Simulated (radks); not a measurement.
The numbers below are computed, except where a source is named.
Task: Excited configurations of the gadolinium ion Gd53+: one electron is placed in a higher orbital outside [Ne]. The ground configuration is [Ne] 3s1. Code: a radial shooting solver on a logarithmic mesh with Libxc functionals. Model: scalar-relativistic Kohn-Sham, PBEsol, spin-polarised, spherical densities, point nucleus; open shells are filled with parallel spins first (spin-orbit coupling, left out, can overturn this in heavy ions). Excitation = E - E(ground); binding = E(ion) - E, where the ion is the core of charge +54; n* = 54/sqrt(2 binding) in atomic units. These energies are relativistic, and a one-electron ion of charge +54 with no core already has n* below n in this formula (scalar-relativistic equation, point nucleus: 4s 3.934, 4d 3.983, 4f 3.992, 5s 4.931, 5f 4.989, 7f 6.986). The quantum defect is therefore taken as that value minus n*, so that it holds no relativistic shift of the bare ion.

outer orbital  excitation (eV)  binding (eV)     n*  quantum defect  eigenvalue (eV)  <r> (bohr)
4s                      2289.2        2748.3  3.799           0.134          -2725.8      0.4014
4d                      2492.3        2545.2  3.948           0.035          -2520.8      0.3774
5s                      3311.4        1726.1  4.794           0.137          -1712.7      0.6390
5f                      3436.1        1601.4  4.977           0.012          -1585.5      0.5769
7f                      4219.5        817.91  6.965           0.021          -811.13       1.238

Estimate the row for 4f.

Result: excitation (eV) 2542.4; binding (eV) 2495.0; n* 3.988; quantum defect 0.005; eigenvalue (eV) -2466.6; <r> (bohr) 0.3297. The Delta-SCF ionisation energy is 5037.5 eV (NIST Atomic Spectra Database: 5025 eV, theoretical). Self-interaction in the functional shifts the binding energies and quantum defects, so they are the method's values and not measured ones.
